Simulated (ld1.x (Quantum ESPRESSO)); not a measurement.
# Configuration tests for erbium (Er) (RRKJ)

Er, norm-conserving RRKJ (Kleinman–Bylander form), made with ld1.x (Quantum ESPRESSO) 7.5 (LDA (PZ), non-relativistic). Core [Kr] 4d10 4f11, reference 5s2 5p6 5d1 6s1 6p0 (charge +1). Waves: 5s (bound): rc 1.45 bohr; 5d (bound): rc 2.05 bohr; 5p (bound): rc 1.40 bohr. Local part: the p channel. Core correction: none. rho0 = 0.02.

Occupied shells without a wave of their own: 6s. They enter only through the test configuration that unscreens the potential.

Energies are relative to the spin-unpolarised reference configuration 5s2 5p6 5d1 6s1 6p0; without spin polarisation the order of configurations can differ from experiment.

Task: Give the all-electron excitation energy and the error of the potential for: 5s2 5p6 5d1 6s2 6p0; 5s2 5p6 5d1 6s0 6p0; 5s2 5p6 5d0 6s0 6p0; 5s2 5p6 5d1 6s1 6p1; 5s2 5p6 5d0 6s2 6p0; 5s2 5p6 5d1 6s0 6p2; 5s2 5p6 5d1 6s0 6p1.

Result:

```json
{"valence configuration": "5s2 5p6 5d1 6s2 6p0", "charge": "0", "ΔE all-electron (eV)": "-6.626", "error AE − PS (meV)": "-44"}
{"valence configuration": "5s2 5p6 5d1 6s0 6p0", "charge": "+2", "ΔE all-electron (eV)": "12.023", "error AE − PS (meV)": "+84"}
{"valence configuration": "5s2 5p6 5d0 6s0 6p0", "charge": "+3", "ΔE all-electron (eV)": "32.812", "error AE − PS (meV)": "+105"}
{"valence configuration": "5s2 5p6 5d1 6s1 6p1", "charge": "0", "ΔE all-electron (eV)": "-3.988", "error AE − PS (meV)": "+6.3"}
{"valence configuration": "5s2 5p6 5d0 6s2 6p0", "charge": "+1", "ΔE all-electron (eV)": "0.246", "error AE − PS (meV)": "-74"}
{"valence configuration": "5s2 5p6 5d1 6s0 6p2", "charge": "0", "ΔE all-electron (eV)": "-1.216", "error AE − PS (meV)": "+68"}
{"valence configuration": "5s2 5p6 5d1 6s0 6p1", "charge": "+1", "ΔE all-electron (eV)": "3.257", "error AE − PS (meV)": "+77"}
```

Note: ghost state, extra bound levels that the all-electron valence spectrum of the same l lacks: s at -792.6 eV. A true bound ghost makes a file unfit for plane-wave use.
